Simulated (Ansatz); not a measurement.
Total energies of `[SiH3][O][Ga]([O][SiH3])[O][SiH3]`.

| atom | x (Å) | y (Å) | z (Å) |
| --- | --- | --- | --- |
| Si1 | 2.704 | -0.629 | 1.521 |
| O2 | 1.522 | 0.274 | 0.835 |
| Ga3 | 0.001 | -0.001 | -0.002 |
| O4 | -0.571 | -1.641 | -0.271 |
| Si5 | -1.865 | -2.371 | -0.964 |
| O6 | -0.949 | 1.365 | -0.571 |
| Si7 | -0.840 | 3.000 | -0.557 |
| H8 | 3.721 | 0.296 | 2.082 |
| H9 | 2.156 | -1.477 | 2.614 |
| H10 | 3.347 | -1.513 | 0.512 |
| H11 | -3.127 | -1.962 | -0.290 |
| H12 | -1.690 | -3.838 | -0.829 |
| H13 | -1.962 | -2.018 | -2.406 |
| H14 | 0.387 | 3.455 | -1.265 |
| H15 | -2.035 | 3.545 | -1.248 |
| H16 | -0.801 | 3.516 | 0.838 |

Total charge 0; spin multiplicity 1. Correlated methods include outer-core shells of Ga, which these sets cover unevenly. Scalar relativity is left out up to krypton. Geometry: relaxed with PBE0-D4/def2-TZVP. It is one conformer, not always the lowest. Basis def2-TZVPP, the Gaussian-basis code of Ansatz.

RPA on PBE orbitals: Hartree–Fock energy of these orbitals -3020.12673 Eh, correlation -2.14475 Eh (frozen core).

```tsv
functional	kind	energy without D4 (Eh)	D4 term (kJ/mol)
LDA (SPW92)	LDA	-3016.55866	–
PBE	GGA	-3023.73817	-41.4
revPBE	GGA	-3024.32629	-107.3
BLYP	GGA	-3024.75940	-87.0
B97M-V	meta-GGA with VV10	-3024.08973	–
PBE0	global hybrid, 25 % exact exchange	-3023.87477	-36.0
B3LYP	global hybrid, 20 %	-3024.87277	-66.6
r2SCANh	meta-GGA hybrid, 10 %	-3024.52110	-11.9
r2SCAN0	meta-GGA hybrid, 25 %	-3024.48055	-13.2
BHLYP	global hybrid, 50 %	-3024.62868	-57.1
CAM-B3LYP	range-separated hybrid	-3024.82534	-37.5
ωB97X-V	range-separated hybrid GGA with VV10	-3024.36519	–
ωB97M-V	range-separated hybrid meta-GGA with VV10	-3024.50495	–
PBE-QIDH	double hybrid	-3023.27151	–
```

**Question.** Give the same for r2SCAN, HSE06 (plane-wave form), LC-ωPBE, B2PLYP. (An estimate is asked.)

**Answer.** Computed: 
```tsv
functional	kind	energy without D4 (Eh)	D4 term (kJ/mol)
r2SCAN	meta-GGA	-3024.54983	-11.0
HSE06 (plane-wave form)	screened hybrid	-3023.84392	-34.1
LC-ωPBE	long-range corrected hybrid	-3024.09648	–
B2PLYP	double hybrid	-3023.88702	–
```

B3LYP takes the VWN-RPA correlation (the form of Gaussian; ORCA's B3LYP/G). HSE06 is the plane-wave form, built on full-range PBE exchange. The double hybrids freeze the cores in their second-order part.

LC-ωPBE has ω = 0.4 bohr⁻¹.
